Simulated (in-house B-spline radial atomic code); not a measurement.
Whole-atom quantities along the 23-electron series, configuration [Ar] 3d5. Breit and QED terms are first order and not part of the total energy; the density at the nucleus is averaged over the nuclear charge. Computed with an all-electron radial atomic-structure program (B-spline basis): Dirac-Hartree-Fock, average of the configuration, finite nuclei.

```csv
ion,Z,E/Z² (Eh),Σ<r²> (bohr²),n(0)/Z³ (bohr⁻³),Lamb diamagnetic shielding (ppm),repulsion over attraction,Breit energy (eV),self-energy (eV),vacuum polarisation (eV),Dirac less non-relativistic energy (Eh)
Cr+,24,-1.8219,21.641,0.81737,1851.2,0.15625,9.6618,7.0057,-0.56364,-6.4513
Mn2+,25,-1.8505,16.187,0.83194,1952.95,0.15337,11.106,8.0808,-0.66468,-7.6879
Fe3+,26,-1.8778,13.061,0.84732,2054.25,0.15008,12.697,9.2677,-0.77891,-9.1003
Co4+,27,-1.904,10.933,0.86311,2155.46,0.14665,14.44,10.573,-0.90748,-10.705
Ni5+,28,-1.9289,9.3597,0.88019,2256.74,0.14318,16.344,12.003,-1.0516,-12.518
Cu6+,29,-1.9528,8.14,0.89655,2358.2,0.13975,18.414,13.565,-1.2125,-14.558
Zn7+,30,-1.9756,7.1642,0.91425,2459.89,0.13637,20.659,15.265,-1.3916,-16.845
```

Problem. With what power of Z does the column «Breit energy (eV)» change over this range?

Solution. A fit of the logarithm of its size against log Z from Z = 24 to 30 has slope 3.41.
